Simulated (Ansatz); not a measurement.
C₂H₅ClSi, SMILES [SiH3]/C=C\Cl.

Geometry: ωB97X-D3(BJ)/def2-SVP. The structure was generated by enumeration; whether it is a known compound was not checked.

Two levels are set side by side: PBE/def2-SVPD (Ansatz, an electronic-structure program) and PBE0/def2-SVPD (Ansatz). Energy differences of separate SCF runs at the same geometry; the states with an electron removed or added have multiplicity 2 and 2. Differences are taken from unrounded values.

```
quantity                            PBE
---------------------------------  ----
vertical ionisation energy (eV)    9.61
vertical singlet–triplet gap (eV)  3.94
```

### Question
These are the PBE values. What does PBE0 give? (Estimate from the structure and the level; the computed values follow.)

### Answer

```
quantity                           PBE0  PBE minus PBE0
---------------------------------  ----  --------------
vertical ionisation energy (eV)    9.81           -0.19
vertical singlet–triplet gap (eV)  3.85            0.09
```
